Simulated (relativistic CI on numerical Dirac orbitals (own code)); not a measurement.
V²⁺ in a cubic cluster: 1s photoemission with charge transfer

Computed with a charge-transfer multiplet model of a cubic metal-ligand cluster with up to 2 ligand holes, Slater and spin-orbit integrals from Dirac-Coulomb-Breit ions, Slater integrals scaled by 0.7. The ground state mixes d3 with configurations of k ligand holes L, whose averages lie at kΔ + k(k − 1)U_dd/2; a core hole lowers each added d electron by U_cd. 300 K, Lorentzian 1.1 eV and Gaussian 0.6 eV FWHM.

Atomic integrals in eV (Slater integrals scaled, ζ unscaled), ground: F2dd 6.242, F4dd 3.880, zeta_d 0.019; with the core hole: F2dd 7.561, F4dd 4.734, zeta_d 0.034, G2cd 0.033.

Cluster parameters (eV): U_dd = 4.8, U_cd = 5.6, 10Dq = 1.25, 10Dq(ligand) = 0.9, V(eg) = 1.25, V(t2g) = -0.67, final-state hopping factor = 0.9.

Weights, n_d and S are thermal averages at 300 K. Binding energies count from the first peak over 30 % of the highest in each spectrum, which can be another peak from case to case. The parameters are a model scan and need not match a compound or its usual spin state. Peaks in eV (height, largest 100): 0.0 (100), 2.4 (28), 5.8 (43).

(1) Which parameters give this spectrum?
A. Δ = 3.5 eV
B. Δ = 4.5 eV
C. Δ = 5.5 eV

Results:

(1) A. Δ = 3.5 eV; the ground state then has 3.32 d electrons and S = 1.50. The choice follows from running the model for each set and comparing peak positions and heights.
